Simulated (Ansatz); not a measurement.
# Low-lying states of KF

Program: Ansatz, Gaussian basis, development build. State-averaged CASSCF with equal weights; occupations are averaged over the states; levels count from the state that is lowest in CASSCF. Small basis; these aren't basis-limit values. No symmetry is imposed, so a solution can break that of the shape. Lower solutions, or ones in other orbitals, may exist. The average may hold one member of a degenerate pair alone.

Geometry: bond length 3.2565 Å. A bond is stretched, to 1.25 times the sum of the covalent radii.

Basis def2-SVP, nonrelativistic, 10 orbitals frozen in the corrections; active space CAS(6,7). Averaged: 2 singlets.

**Question.** Give the levels in order.

**Answer.** 

```tsv
state	CASSCF (eV)	SC-NEVPT2 (eV)
singlet	0.000	0.000
singlet	2.252	2.383
```

Occupations: 1.98, 1.97, 1.49, 0.51, 0.02, 0.02, 0.01.
